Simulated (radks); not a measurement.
Ag21+, 26 electrons, occupied as [Ar] 3d8.

Method: non-relativistic Kohn-Sham, TPSS, spin-polarised, spherical densities, point nucleus; open shells are filled with parallel spins first (spin-orbit coupling, left out, can overturn this in heavy ions); meta-GGA in the generalised Kohn-Sham scheme; relativity is left out, which matters for an element this heavy; computed with a radial shooting solver on a logarithmic mesh with Libxc functionals.

Energy parts (hartree):
part                        energy
total                  -4986.00040
kinetic                 4984.67140
electron-nucleus      -11191.76266
Hartree                 1344.64986
exchange-correlation    -123.55900

Orbitals (lengths in bohr, moments of r in powers of bohr; r(90%) holds 90 % of the orbital's charge):
orbital  occ.  eigenvalue (hartree)  r(90%)     <r^2>
1s up       1             -927.6652  0.0576  0.001402
1s down     1             -927.6653  0.0576  0.001402
2s up       1             -154.9980   0.215   0.02304
2s down     1             -154.8457   0.215   0.02301
2p up       3             -145.9817   0.194   0.01743
2p down     3             -145.8665   0.194   0.01740
3s up       1             -46.49177   0.538    0.1546
3s down     1             -46.29771   0.539    0.1551
3p up       3             -42.89673   0.534    0.1482
3p down     3             -42.69086   0.536    0.1488
3d up       5             -36.46519   0.507    0.1241
3d down     3             -36.21965   0.509    0.1249

The highest occupied level is 3d down at -985.59 eV. Summed over all electrons, <r^2> = 2.350 bohr^2, which gives a Langevin (diamagnetic) susceptibility term of -1.86 x 10^-6 cm^3/mol. The density falls to 0.001 e/bohr^3 at r = 1.11 bohr. Spin moment in Bohr magnetons: 2. Virial ratio -V/T = 2.00027. For comparison, the ionisation energy in NIST's Atomic Spectra Database is 1013 eV (theoretical). In exact Kohn-Sham theory the highest level is minus the ionisation energy, but local and semilocal functionals leave it too shallow, through self-interaction and a potential that decays too fast; potentials with the right tail come closer. The electron density at the nucleus is 7.275e+04 e/bohr^3. The spin density at the nucleus is -1.874 e/bohr^3 (1s -0.053, 2s -5.835, 3s 4.014).
